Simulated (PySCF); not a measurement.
Where the electron goes

Compound: (FGaS)3 ring, F3Ga3S3.
Cartesian coordinates in Å at the PBE0-D3(BJ)/def2-SVP level; atoms count from 1:
```xyz
9
F3Ga3S3 angstrom
Ga     0.8846    1.7870   -0.0074
F      1.6134    3.3730   -0.0141
S      0.1857    1.2134    1.9863
Ga    -0.7445   -0.7474    1.6943
F     -1.3643   -1.4239    3.1794
S     -1.1034   -2.0545   -0.0249
Ga    -0.1057   -1.0560   -1.6968
F     -0.1632   -2.0115   -3.1557
S      0.9302    0.8503   -1.9868
```

Computed with TDDFT CAM-B3LYP/def2-SVPD, vertical, gas phase, core orbitals frozen in the response in PySCF 2.14.0, density-fitted response routines. The CAM-B3LYP/def2-SVPD calculation is non-relativistic and has no spin–orbit coupling, an omission that weighs most on gallium.

Frontier orbitals with the atoms that hold most of them (Löwdin shares over 4%, at most four atoms; ? is withheld):

```json
{"orbital": "LUMO+2", "ε (eV)": "-0.85", "atoms": "Ga7 29%, Ga4 18%, S6 15%, S9 11%"}
{"orbital": "LUMO+1", "ε (eV)": "-0.86", "atoms": "Ga1 30%, Ga4 19%, S3 15%, S9 13%"}
{"orbital": "LUMO", "ε (eV)": "-1.67", "atoms": "?"}
{"orbital": "HOMO", "ε (eV)": "-10.18", "atoms": "S6 53%, S3 16%, S9 11%, Ga4 8%"}
{"orbital": "HOMO-1", "ε (eV)": "-10.19", "atoms": "S9 42%, S3 37%, Ga1 10%, Ga7 5%"}
{"orbital": "HOMO-2", "ε (eV)": "-10.71", "atoms": "S6 43%, S3 26%, S9 9%, Ga4 9%"}
{"orbital": "HOMO-3", "ε (eV)": "-10.73", "atoms": "S9 43%, S3 26%, Ga1 9%, S6 9%"}
```

(1) Give the leading atoms of the LUMO.

(2) The HOMO–LUMO gap is 8.51 eV. Where does the response calculation put the lowest singlet, and from which orbitals?

Results:

(1) Ga1 (bonded to F and 2 S) 17%; Ga4 (bonded to F and 2 S) 17%; Ga7 (bonded to F and 2 S) 17%; S3 (bonded to 2 Ga) 13%. By element: gallium 51%, sulfur 13% or more.

(2) S1 is at 5.36 eV (f = 0.0001), 3.15 eV below the gap, made of HOMO-1/HOMO→LUMO (≥82%). S1/S2 lie within about 0.01 eV of each other. Without the coupling terms of the response equations the lowest excitation would equal the gap.

Next come S2 at 5.36 eV (f 0.0001), HOMO-1/HOMO→LUMO (≥82%); S3 at 5.83 eV (f 0.0000), HOMO-1/HOMO→LUMO+3 (≥35%), HOMO-1/HOMO→LUMO+4 (≥34%), HOMO-1/HOMO→LUMO+1/LUMO+2 (≥11%); S4 at 5.94 eV (f 0.090), HOMO-4→LUMO (57%), HOMO-1/HOMO→LUMO+3 (≥16%), HOMO-1/HOMO→LUMO+4 (≥14%); S5 at 6.00 eV (f 0.0000), HOMO-1/HOMO→LUMO+1/LUMO+2 (≥80%).

Orbitals of the list HOMO-3 to LUMO+2 that lie within 0.01 eV of each other are written together with a slash and their weights summed (≥ marks a lower bound); for degenerate orbitals outside that list single weights are arbitrary.

One conformer stands for the species.
